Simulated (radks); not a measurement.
Task: Ce+, 57 electrons, occupied as [Xe] 4f1 5d2. Method: scalar-relativistic Kohn-Sham, Slater X-alpha with alpha = 0.842, spin-polarised, spherical densities, finite nucleus; open shells are filled with parallel spins first (spin-orbit coupling, left out, can overturn this in heavy ions); Fermi nuclear charge, rms radius 4.8771 fm; computed with a radial shooting solver on a logarithmic mesh with Libxc functionals. Some entries of the table are withheld. Estimate them.

orbital,occ.,eigenvalue (hartree),r(max) (bohr),<1/r> (bohr^-1)
1s down,1,-1483.595,0.01574,63.35
1s up,1,-1483.594,0.01574,63.35
2s up,1,-238.5204,0.08897,14.62
2s down,1,-238.5177,0.08897,14.62
2p up,3,-213.9900,0.07152,13.86
2p down,3,-213.9880,0.07152,13.86
3s up,1,-51.72355,0.2541,5.315
3s down,1,-51.70802,0.2541,5.316
3p up,3,-43.89346,0.2485,5.038
3p down,3,-43.87799,0.2484,5.039
3d up,5,-32.73192,0.2041,4.784
3d down,5,-32.71885,0.2041,4.785
4s up,1,-10.67426,0.5904,2.225
4s down,1,-10.63145,0.5903,2.225
4p up,3,-8.10307,0.6157,2.055
4p down,3,-8.06003,0.6156,2.055
4d up,5,-4.38812,0.6470,1.797
4d down,5,-4.34430,0.6468,1.798
5s up,1,-1.71932,1.359,(1)
5s down,1,-1.65992,1.356,(2)
5p up,3,-1.07475,(3),0.7499
5p down,3,-1.00783,(4),0.7578
4f up,1,-0.46499,0.6927,1.253
4f down,0,-0.41450,0.6914,1.264
5d up,2,-0.31741,2.136,0.4802
5d down,0,-0.23221,2.090,0.4876

Result: 
(1) 5s up <1/r> (bohr^-1): 0.8811
(2) 5s down <1/r> (bohr^-1): 0.8862
(3) 5p up r(max) (bohr): 1.531
(4) 5p down r(max) (bohr): 1.524
